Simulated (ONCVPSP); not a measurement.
**How hard is this Tm (Z = 69) ONCV potential?**

- Element: thulium
- Generator: ONCVPSP 4.0.1
- Type: optimised norm-conserving Vanderbilt (ONCV)
- Functional: PBE
- Relativity: scalar-relativistic
- Frozen core: [Kr] 4d10 5s2
- Valence charge: 21
- Reference configuration: 4f13 5p6 6s2
- Partial waves: 6s: rc 2.70 bohr, ncon 3, nbas 6, qcut 1.9 1/bohr, 2 projectors, debl 1.5 Ha; 5p: rc 2.05 bohr, ncon 4, nbas 8, qcut 7.8 1/bohr, 3 projectors, debl 2.5 Ha; d scattering state at 0.09 Ha: rc 2.80 bohr, ncon 3, nbas 6, qcut 3.5 1/bohr, 2 projectors, debl 1.9 Ha; 4f: rc 1.25 bohr, ncon 4, nbas 7, qcut 12.7 1/bohr, local
- Local potential: the f channel
- Core correction: Teter function, fcfact 4, rcfact 1.65

In the d channel the program set the typed energies aside and used 0.050, 1.950 Ha.

Question: For each optimised wave give the share of its norm inside rc, the residual kinetic energy above qcut (Ha) and the cutoffs (Ha) for errors of 10, 1, 0.1 and 0.01 mHa per electron.

Answer:

```tsv
wave	norm inside rc	residual KE	10 mHa	1 mHa	0.1 mHa	0.01 mHa
6s	0.180	1.5e-03	1.1	2.0	8.0	11.4
s projector 2	0.153	1.7e-01	4.6	10.5	20.6	47.1
5p	0.867	1.5e-08	6.3	14.9	19.6	23.1
p projector 2	0.124	1.2e-07	6.5	16.7	21.8	25.2
p projector 3	0.140	1.3e-06	13.2	21.4	25.3	28.4
d projector 1	0.093	2.2e-04	3.4	5.1	8.7	19.5
d projector 2	0.178	2.1e-02	7.0	18.7	24.4	42.9
4f	0.857	3.2e-04	67.8	76.0	129.7	not reached
```

The occupied waves need 76 Ha and 130 Ha for 1 and 0.1 mHa. Note: ghosts flagged at negative energy: s at -461.0 eV, s at -98.2 eV; GHOST(+) flagged for p at 112.0 eV. A true bound ghost makes a file unfit for plane-wave use. Tests left out (the all-electron energies of this program are off by 10 to 40 meV for near-neutral 4f atoms).
